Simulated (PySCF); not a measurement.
Computed IR spectrum (relative IR intensity) of a molecule C2H7ClO2Si. Geometry: PBE-D3(BJ)/def2-SVP. The values are those of a single conformer. These are PBE-D3(BJ)/def2-SVP (PySCF 2.14.0) values and carry that method's errors. Frequencies are harmonic and unscaled.

ν (cm⁻¹): 117 (vw), 179 (w), 242 (w), 276 (w), 309 (w), 331 (m), 375 (vw), 518 (m), 720 (m), 765 (w), 788 (w), 807 (s), 861 (vs), 915 (m), 967 (m), 1083 (vw), 1118 (vs), 1135 (m), 1369 (w), 1404 (vw), 2244 (m), 2933 (m), 2978 (w), 2982 (w), 3075 (w), 3760 (m) (against the strongest line: vs over 80 %, s over 45 %, m over 15 %, w over 4 %, vw less)

Q: Which structure fits?
A. CCO[SiH](O)Cl
B. CO[Si@H](Cl)CO
C. OC[SiH](Cl)CO
D. CC[Si](O)(O)Cl

A: A, CCO[SiH](O)Cl
